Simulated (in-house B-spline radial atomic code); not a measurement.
A run on Tb that did not converge. Method: scalar-relativistic (X2C) CAM-B3LYP, spin-polarised, spherical fractional occupations, Fermi nucleus of rms radius 5.06 fm; computed with a B-spline radial code for spherical atoms.

Command:
```bash
python run_scf.py task.json out
```
Settings (nuclear radius in fm, mass in u):
```
Z                65
configuration    [Xe] 4f9 6s2
hamiltonian      x2c
method           camb3lyp
spin_polarised   True
nucleus          fermi
rms_radius       5.06
atomic_mass      158.92535
speed_of_light   137.035999084
```

First and last ten iterations of the last attempt (damped for 15 steps, keeping 80 % of the old Fock matrix, then DIIS):
```
 iter        energy (Eh)    residual
    1      -11664.520284    7.04e-01
    2      -11670.460916    1.23e+00
    3      -11689.424579    7.85e-01
    4      -11699.592660    4.87e-01
    5      -11704.700360    3.11e-01
    6      -11707.093684    2.10e-01
    7      -11708.147004    1.39e-01
    8      -11708.595503    8.90e-02
    9      -11708.791366    5.85e-02
   10      -11708.884661    4.38e-02
  111      -11707.429752    1.18e-01
  112      -11707.431665    1.18e-01
  113      -11707.432774    1.18e-01
  114      -11707.437533    1.18e-01
  115      -11707.436403    1.18e-01
  116      -11707.435980    1.18e-01
  117      -11707.435582    1.18e-01
  118      -11707.432881    1.18e-01
  119      -11707.435617    1.18e-01
  120      -11708.980515    1.86e-02
 not converged after 120 iterations
```

The smallest residual met was 1.1e-02; the threshold is about 6e-07. No energy from this run should be used. Time taken, with all properties: 49 s on 1 thread of Arm Neoverse V2, with other jobs on the host.
